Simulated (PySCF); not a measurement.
A PySCF script (with the pyscf-properties extension) for the NMR shieldings of `c1nccc(CC)c1`, C7H9N, on a GFN2-xTB geometry:

```python
import basis_set_exchange as bse
import numpy as np
from pyscf import gto, dft
from pyscf.prop import nmr

atoms = """
C     2.245920   -0.089454    0.575767
C     1.390726   -0.291302   -0.677037
C    -0.057769   -0.075398   -0.353827
C    -0.635578    1.186170   -0.441416
C    -1.968102    1.339588   -0.096159
N    -2.732793    0.344853    0.320428
C    -2.185062   -0.854994    0.410621
C    -0.863426   -1.118095    0.090026
H     3.297133   -0.246583    0.346190
H     2.120842    0.920283    0.961085
H     1.951312   -0.791929    1.352515
H     1.706680    0.414591   -1.447857
H     1.538956   -1.304442   -1.055994
H    -0.055065    2.032820   -0.776646
H    -2.451701    2.306426   -0.155481
H    -2.842558   -1.642186    0.757372
H    -0.466513   -2.118318    0.180503
"""
names = dict.fromkeys(["C", "N", "H"], "pcSseg-1")
basis = {el: gto.basis.parse(bse.get_basis(n, elements=[el], fmt="nwchem")) for el, n in names.items()}
mol = gto.M(atom=atoms, basis=basis, charge=0, verbose=0)
mf = dft.RKS(mol, xc="PBE0")
mf.grids.level = 2
mf.grids.alignment = dft.numint.BLKSIZE   # the property module wants whole blocks of grid points
mf.conv_tol = 1e-9
mf.kernel()

calc = nmr.RKS(mf)   # GIAO
C = mf.mo_coeff
Co = C[:, mf.mo_occ > 0]
resp = mf.gen_response(singlet=True, hermi=2)
def vind(x):   # induced exchange potential for any number of trial vectors
    d = np.einsum("pi,xij,qj->xpq", C, 2 * x.reshape(-1, C.shape[1], Co.shape[1]), Co, optimize=True)
    return np.einsum("xpq,pi,qj->xij", resp(d - d.transpose(0, 2, 1)), C, Co, optimize=True).ravel()
mo1, _ = nmr.rhf.solve_mo1(calc, with_cphf=vind)
sigma = calc.kernel(mo1)
for i, s in enumerate(sigma):   # ppm
    w = np.linalg.eigvalsh((s + s.T) / 2)
    print("%2d %-2s iso %8.1f  s11 %8.1f  s22 %8.1f  s33 %8.1f" % (i, mol.atom_pure_symbol(i), w.mean(), *w))
```

Question: Give the expected output.

Answer: 
```
 0 C  iso    164.9  s11    154.1  s22    154.9  s33    185.6
 1 C  iso    152.2  s11    137.6  s22    146.8  s33    172.1
 2 C  iso     27.2  s11    -71.9  s22    -26.8  s33    180.2
 3 C  iso     59.0  s11    -49.7  s22     61.1  s33    165.7
 4 C  iso     30.8  s11    -79.0  s22     26.3  s33    145.1
 5 N  iso    -85.4  s11   -398.8  s22   -168.4  s33    311.0
 6 C  iso     30.8  s11    -79.0  s22     26.3  s33    145.1
 7 C  iso     59.1  s11    -49.6  s22     61.0  s33    165.9
 8 H  iso     30.3  s11     26.4  s22     26.5  s33     37.9
 9 H  iso     30.6  s11     26.1  s22     30.0  s33     35.7
10 H  iso     30.6  s11     26.1  s22     30.0  s33     35.7
11 H  iso     29.1  s11     25.1  s22     28.0  s33     34.2
12 H  iso     29.1  s11     25.1  s22     28.0  s33     34.2
13 H  iso     24.5  s11     21.6  s22     22.4  s33     29.5
14 H  iso     22.8  s11     18.8  s22     22.5  s33     27.1
15 H  iso     22.8  s11     18.8  s22     22.5  s33     27.1
16 H  iso     24.5  s11     21.6  s22     22.4  s33     29.5
```

These numbers come from an equivalent density-fitted implementation of the same equations, which agrees with the script to about 0.01 ppm for H and up to a few tenths of a ppm for heavy atoms, so last digits may differ.

Question: Turn these shieldings into chemical shifts. Shifts are taken against calculated references (same method and geometry level): 13C (σ = 186.93 ppm) and 1H (σ = 31.72 ppm) against TMS; 15N (σ = 267.73 ppm) vs NH3.

Answer: Averaging equivalent atoms: C 2: 159.8; C 4/6: 156.1; C 3/7: 127.9; C 1: 34.8; C 0: 22.1; N 5: 353.1; H 14/15: 8.90; H 13/16: 7.23; H 11/12: 2.64; H 8/9/10: 1.23 ppm. Experimental scales use liquid or dissolved standards, which lie at an offset from isolated NH3 (liquid NH3: subtract about 20 ppm). Unscaled 15N shifts of sp2 nitrogen come out 20 to 40 ppm too high even then.

Size and cost of the density-fitted run: 181 basis functions, 19 s wall time on 1 thread of an x86-64 server CPU, shared host.
